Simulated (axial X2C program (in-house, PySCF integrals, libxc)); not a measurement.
## What spin–orbit coupling does to SbCl

All values were computed with an in-house relativistic program for diatomic molecules. Spin-free means the one-electron spin-free X2C Hamiltonian; two-component (2c) means X2C with spin–orbit coupling and atomic mean-field two-electron Coulomb and Gaunt terms, so the difference of the two also holds small scalar two-electron terms. Basis: Sb dyall-cv3z [11s12p8d4f1g], Cl dyall-av3z [9s8p3d2f] (cores contracted in-house); Gaussian nuclei, density fitting, unrestricted open shells. Masses: Sb 120.904 u, Cl 34.969 u.

Spin-free state: M_S = 1, Λ = 0 (beyond evenly filled blocks: π+α, π-α); fragments Sb + Cl.

```csv
level,Re (Å),ωe (cm⁻¹),De (eV),μ (D)
PBE0,2.344,372.0,3.193,-2.08
HF,2.358,372.5,1.757,-2.52
MP2,2.358,370.0,3.018,n/a
CCSD,2.362,367.5,2.800,n/a
CCSD(T),2.367,363.9,2.908,n/a
BLYP,2.397,339.0,3.268,-2.14
```

Correlated methods: 12 electrons correlated (number of frozen shells: Sb 4 s, 3 p, 2 d; Cl 2 s, 1 p), 256 virtual spin orbitals or spinors in MP2, 89 natural virtuals in coupled cluster.

Dipoles are positive if Cl is the positive end.

Two-component determinant lowest at the distance of the search:

Ω = 1 (⟨Sz⟩ = 1.00, ⟨Lz⟩ = 0.00 at HF); fragments Sb + Cl.

| level | Re (Å) | ωe (cm⁻¹) | De (eV) | μ (D) |
| --- | --- | --- | --- | --- |
| PBE0 | 2.346 | 370.1 | 3.131 | -2.09 |
| HF | 2.360 | 370.5 | 1.662 | -2.54 |
| MP2 | 2.360 | 368.5 | 2.943 | n/a |
| CCSD | 2.364 | 365.8 | 2.719 | n/a |
| CCSD(T) | 2.369 | 362.3 | 2.830 | n/a |
| BLYP | 2.400 | 336.4 | 3.177 | -2.15 |

Question: From the two tables, how do the constants change at the CCSD(T) level (2c against spin-free)?

Answer: At the CCSD(T) level Re rises by 0.002 Å and ωe goes down by 1.6 cm⁻¹; De changes by -0.078 eV.

Occupations by symmetry block were frozen at the best pattern of an incomplete PBE0 search. De is counted from the lowest determinant-based energies of the atoms at the same level, without counterpoise correction. Density functionals use the spin component along the axis (collinear). Coupled cluster ran in a truncated set of natural virtual spinors; the MP2 energy of the rest was added. (T) has no such correction and the atoms are truncated less, which lowers De at CCSD(T) by a hundredth of an eV or more. In 2c an atomic determinant is not the ground J level, so De misses part of the atomic spin–orbit lowering. This holds for PBE0, BLYP. Other states lie close and PBE0, whose exact exchange favours high spin, may order them wrongly; the determinant shown need not be the ground state. The nearest other spin-free determinant of the search, M_S = 0, Λ = 2, lies 0.81 eV up at the distance of the search. Without a current term, density functionals place determinants with orbital angular momentum somewhat too high. With several unpaired electrons one determinant need not be a pure state. Open-shell Ω = 0 determinants with evenly filled partner blocks cannot be reached by this program, so the Ω shown need not be the lowest component. This is the Ω = 1 component of a π² triplet; the 0⁺ component is not one determinant and can lie lowest. Some points did not converge and are left out. The stretched end of a curve changes character and is left out. With the outer-core shells frozen, correlated bond lengths of heavy atoms tend to come out a few hundredths of an ångström too long.
